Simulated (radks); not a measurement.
Computed order of ionisation of copper. At each step one electron was removed from each of the four highest sub-shells of the ion before, moves of one valence electron (up to charge 6) and the configuration listed by NIST were tried, and the lowest configuration was kept. All-electron calculation, scalar-relativistic Kohn-Sham, r2SCAN, spin-polarised, spherical densities, finite nucleus; meta-GGA in the generalised Kohn-Sham scheme; Fermi nuclear charge, rms radius of each element as measured or else 0.836 A^(1/3) + 0.57 fm. Program: a radial shooting solver on a logarithmic mesh with Libxc functionals. Open shells are filled with parallel spins first.

species  lowest configuration found  NIST configuration  margin to the next tried (eV)  IE (eV)  NIST IE (eV)       kind
Cu                    [Ar] 3d10 4s1                same                          2.150    8.257         7.726       exp.
Cu+                       [Ar] 3d10                same                          2.920   21.032        20.292       exp.
Cu2+                       [Ar] 3d9                same                          8.165   37.997         36.84       exp.
Cu3+                       [Ar] 3d8                same                         14.591   57.662         57.38  semi-emp.
Cu4+                       [Ar] 3d7                same                         21.881   79.519            80  semi-emp.
Cu5+                       [Ar] 3d6                same                         29.774   103.19           103  semi-emp.
Cu6+                       [Ar] 3d5                same                         49.866   139.91           139  semi-emp.
Cu7+                       [Ar] 3d4                same                         62.287   168.86           166     theory
Cu8+                       [Ar] 3d3                same                         63.778   199.36           198     theory
Cu9+                       [Ar] 3d2                same                         65.279   231.31         232.2  semi-emp.
Cu10+                      [Ar] 3d1                same                         66.836   264.54         265.3       exp.
Cu11+                          [Ar]                same                         68.542   369.40           367  semi-emp.
Cu12+                  [Ne] 3s2 3p5                same                         46.516   402.11         401.0  semi-emp.
Cu13+                  [Ne] 3s2 3p4                same                         46.403   434.58           436  semi-emp.

Reference values: NIST Atomic Spectra Database (exp. = measured, semi-emp. = semi-empirical, theory = theoretical value adopted there). Open shells are spherical and high-spin; term and fine-structure splittings are not resolved.
